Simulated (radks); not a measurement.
The numbers below are computed, except where a source is named.
Ionisation of C, [He] 2s2 2p2, to C+, [He] 2s2 2p1, under several functionals. Dirac Kohn-Sham, spin-unpolarised, spherical densities, point nucleus; open shells fill j = l - 1/2 first; a radial shooting solver on a logarithmic mesh with Libxc functionals.

[
 {"functional": "SOGGA", "E(C) (hartree)": "-37.55742", "Exc (hartree)": "-4.85721", "IE (eV)": "10.689", "-e(HOMO) (eV)": "5.140", "<r> HOMO (bohr)": "1.803", "IE error (eV)": "-0.571"},
 {"functional": "LDA (Slater exchange, Perdew-Zunger correlation)", "E(C) (hartree)": "-37.44092", "Exc (hartree)": "-4.72957", "IE (eV)": "10.992", "-e(HOMO) (eV)": "5.422", "<r> HOMO (bohr)": "1.794", "IE error (eV)": "-0.269"},
 {"functional": "BP86", "E(C) (hartree)": "-37.81614", "Exc (hartree)": "-5.13178", "IE (eV)": "10.947", "-e(HOMO) (eV)": "5.382", "<r> HOMO (bohr)": "1.794", "IE error (eV)": "-0.313"},
 {"functional": "LDA (Slater exchange, VWN5 correlation)", "E(C) (hartree)": "-37.44241", "Exc (hartree)": "-4.73154", "IE (eV)": "10.991", "-e(HOMO) (eV)": "5.419", "<r> HOMO (bohr)": "1.793", "IE error (eV)": "-0.269"},
 {"functional": "AM05", "E(C) (hartree)": "-37.50592", "Exc (hartree)": "-4.79998", "IE (eV)": "10.773", "-e(HOMO) (eV)": "5.216", "<r> HOMO (bohr)": "1.799", "IE error (eV)": "-0.487"},
 {"functional": "PBE", "E(C) (hartree)": "-37.76524", "Exc (hartree)": "-5.07823", "IE (eV)": "10.865", "-e(HOMO) (eV)": "5.288", "<r> HOMO (bohr)": "1.799", "IE error (eV)": "-0.395"},
 {"functional": "PW91", "E(C) (hartree)": "-37.79754", "Exc (hartree)": "-5.11295", "IE (eV)": "10.932", "-e(HOMO) (eV)": "5.345", "<r> HOMO (bohr)": "1.798", "IE error (eV)": "-0.328"},
 {"functional": "exchange-only PBE", "E(C) (hartree)": "-37.61021", "Exc (hartree)": "-4.91065", "IE (eV)": "10.079", "-e(HOMO) (eV)": "4.581", "<r> HOMO (bohr)": "1.842", "IE error (eV)": "-1.182"},
 {"functional": "PBEsol", "E(C) (hartree)": "-37.59379", "Exc (hartree)": "-4.89499", "IE (eV)": "10.792", "-e(HOMO) (eV)": "5.236", "<r> HOMO (bohr)": "1.799", "IE error (eV)": "-0.468"}
]

NIST Atomic Spectra Database: 11.260 eV (measured). Closest: LDA (Slater exchange, Perdew-Zunger correlation). The Delta-SCF values span 0.91 eV, the total energies 0.38 hartree. The highest occupied level is 2p1/2. Spin polarisation and multiplet splitting are left out, so open shells lie too high by an amount that depends on their filling.

Beside tabulated values, note that spin-unpolarised runs miss the spin-polarisation part of the exchange energy of open shells.
